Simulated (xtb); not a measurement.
Input for xtb: GFN1-xTB on RuI, 2S+1 = 4, a spin state set in the input, which need not be the lowest, a point of a bond scan (R = 2.383 Å).

```
$ xtb mol.xyz --gfn 1 --sp --chrg 0 --uhf 3
2

Ru     0.00000000     0.00000000     0.00000000
I      0.00000000     0.00000000     2.38341700
```

It printed:

```
[...]
           -------------------------------------------------
          |                Calculation Setup                |
           -------------------------------------------------



           -------------------------------------------------
          |                 G F N 1 - x T B                 |
           -------------------------------------------------

        Reference                      10.1021/acs.jctc.7b00118
      * Hamiltonian:
        H0-scaling (s, p, d)           1.850000    2.250000    2.000000
        zeta-weighting                 0.000000
      * Dispersion:
        s8                             2.400000
        a1                             0.630000
        a2                             5.000000
        s9                             0.000000
      * Repulsion:
        kExp                           1.500000
        rExp                           1.000000
      * Coulomb:
        alpha                          2.000000
        third order                    atomic
        anisotropic                    false
      * Halogen bond correction:
        rad-scale                      1.300000
        damping                        0.440000


          ...................................................
          :                      SETUP                      :
          :.................................................:
          :  # basis functions                  20          :
          :  # atomic orbitals                  18          :
          :  # shells                            6          :
          :  # electrons                        15          :
          :  # halogen bonds                     0          :
          :  max. iterations                   250          :
          :  Hamiltonian                  GFN1-xTB          :
          :  restarted?                      false          :
          :  GBSA solvation                  false          :
          :  PC potential                    false          :
          :  electronic temp.          300.0000000     K    :
          :  accuracy                    1.0000000          :
          :  -> integral cutoff          0.2500000E+02      :
          :  -> integral neglect         0.1000000E-07      :
          :  -> SCF convergence          0.1000000E-05 Eh   :
          :  -> wf. convergence          0.2000000E-04 e    :
          :  Broyden damping             0.4000000          :
          :  net charge                          0          :
          :  unpaired electrons                  3          :
          ...................................................

 iter      E             dE          RMSdq      gap      omega  full diag
   1     -3.8655316 -0.386553E+01  0.474E+01    2.35       0.0  T
   2     16.0409165  0.199064E+02  0.726E+01    4.45       1.0  T
   3     -7.2557702 -0.232967E+02  0.142E+01    4.86       1.0  T
   4     -6.9858400  0.269930E+00  0.150E+01    4.85       1.0  T
   5     -7.2549328 -0.269093E+00  0.817E+00    4.77       1.0  T
   6     -7.2489019  0.603086E-02  0.720E+00    4.64       1.0  T
   7     -7.2452824  0.361954E-02  0.537E+00    4.60       1.0  T
   8     -7.2499376 -0.465520E-02  0.202E+00    4.61       1.0  T
   9     -7.2535599 -0.362229E-02  0.116E+00    4.64       1.0  T
  10     -7.2549330 -0.137307E-02  0.783E-01    4.66       1.0  T
  11     -7.2559193 -0.986374E-03  0.153E-01    4.69       1.0  T
  12     -7.2559357 -0.163534E-04  0.325E-02    4.69       2.2  T
  13     -7.2559357 -0.266636E-07  0.646E-03    4.69      10.9  T
  14     -7.2559357  0.895959E-10  0.878E-04    4.69      80.5  T
  15     -7.2559357  0.132973E-09  0.425E-04    4.69     166.4  T
  16     -7.2559357 -0.231562E-09  0.545E-05    4.69    1297.8  T
  17     -7.2559357 -0.199485E-11  0.277E-07    4.69  100000.0  T

   *** convergence criteria satisfied after 17 iterations ***

         #    Occupation            Energy/Eh            Energy/eV
      -------------------------------------------------------------
         1        2.0000           -0.8754735             -23.8228
       ...           ...                  ...                  ...
         3        2.0000           -0.4369623             -11.8903
         4        2.0000           -0.4369623             -11.8903
         5        1.9968           -0.3780069             -10.2861
         6        1.9968           -0.3780069             -10.2861
         7        1.0032           -0.3670803              -9.9888
         8        1.0032           -0.3670803              -9.9888
         9        1.0001           -0.3632338              -9.8841 (HOMO)
        10                         -0.1907356              -5.1902 (LUMO)
        11                         -0.1591675              -4.3312
        12                         -0.1591675              -4.3312
        13                         -0.0659601              -1.7949
        14                         -0.0659601              -1.7949
       ...                                ...                  ...
        18                          0.6086732              16.5628
      -------------------------------------------------------------
                  HL-Gap            0.1724982 Eh            4.6939 eV
             Fermi-level           -0.3247662 Eh           -8.8373 eV

 SCC (total)                   0 d,  0 h,  0 min,  0.003 sec
 SCC setup                      ...        0 min,  0.000 sec (  2.623%)
 Dispersion                     ...        0 min,  0.000 sec (  1.219%)
 classical contributions        ...        0 min,  0.000 sec (  0.455%)
 integral evaluation            ...        0 min,  0.001 sec ( 22.338%)
 iterations                     ...        0 min,  0.001 sec ( 51.146%)
 molecular gradient             ...        0 min,  0.000 sec ( 18.986%)
 printout                       ...        0 min,  0.000 sec (  2.824%)

         :::::::::::::::::::::::::::::::::::::::::::::::::::::
         ::                     SUMMARY                     ::
         :::::::::::::::::::::::::::::::::::::::::::::::::::::
         :: total energy              -7.221587487252 Eh    ::
         :: gradient norm              0.100477207919 Eh/a0 ::
         :: HOMO-LUMO gap              4.693915420750 eV    ::
         ::.................................................::
         :: SCC energy                -7.255935717118 Eh    ::
         :: -> electrostatic           0.001721227405 Eh    ::
         :: repulsion energy           0.034907728900 Eh    ::
         :: dispersion energy         -0.000559499033 Eh    ::
         :: halogen bond corr.         0.000000000000 Eh    ::
         :: add. restraining           0.000000000000 Eh    ::
         :: total charge              -0.000000000356 e     ::
         :::::::::::::::::::::::::::::::::::::::::::::::::::::

           -------------------------------------------------
          |                Property Printout                |
           -------------------------------------------------

    * Orbital Energies and Occupations

         #    Occupation            Energy/Eh            Energy/eV
      -------------------------------------------------------------
         1        2.0000           -0.8754735             -23.8228
         2        2.0000           -0.4552610             -12.3883
         3        2.0000           -0.4369623             -11.8903
         4        2.0000           -0.4369623             -11.8903
         5        1.9968           -0.3780069             -10.2861
         6        1.9968           -0.3780069             -10.2861
         7        1.0032           -0.3670803              -9.9888
         8        1.0032           -0.3670803              -9.9888
         9        1.0001           -0.3632338              -9.8841 (HOMO)
Note: The following floating-point exceptions are signalling: IEEE_UNDERFLOW_FLAG IEEE_DENORMAL
normal termination of xtb
        10                         -0.1907356              -5.1902 (LUMO)
        11                         -0.1591675              -4.3312
        12                         -0.1591675              -4.3312
        13                         -0.0659601              -1.7949
        14                         -0.0659601              -1.7949
        15                         -0.0398556              -1.0845
        16                          0.0619469               1.6857
        17                          0.0619469               1.6857
        18                          0.6086732              16.5628
      -------------------------------------------------------------
                  HL-Gap            0.1724982 Eh            4.6939 eV
             Fermi-level           -0.3247662 Eh           -8.8373 eV

  Mulliken/CM5 charges         n(s)   n(p)   n(d)
     1Ru    0.00982  0.06041   0.273  0.416  7.301
     2I    -0.00982 -0.06041   1.987  5.018  0.004

Wiberg/Mayer (AO) data.
largest (>0.10) Wiberg bond orders for each atom

 ---------------------------------------------------------------------------
     #   Z sym  total        # sym  WBO       # sym  WBO       # sym  WBO
 ---------------------------------------------------------------------------
     1  44 Ru   1.670 --     2 I    1.670
     2  53 I    1.670 --     1 Ru   1.670
 ---------------------------------------------------------------------------

Topologies differ in total number of bonds
Writing topology from bond orders to xtbtopo.mol

 dipole moment from electron density (au)
     X       Y       Z
  -0.0000   0.0000  -1.0461  total (Debye):    2.659


           -------------------------------------------------
          | TOTAL ENERGY               -7.221587487252 Eh   |
          | GRADIENT NORM               0.100477207919 Eh/α |
          | HOMO-LUMO GAP               4.693915420750 eV   |
           -------------------------------------------------

------------------------------------------------------------------------
------------------------------------------------------------------------
 total:
 SCF:
```

The run finished.

Cost: about 0.03 core-seconds (a rough figure).
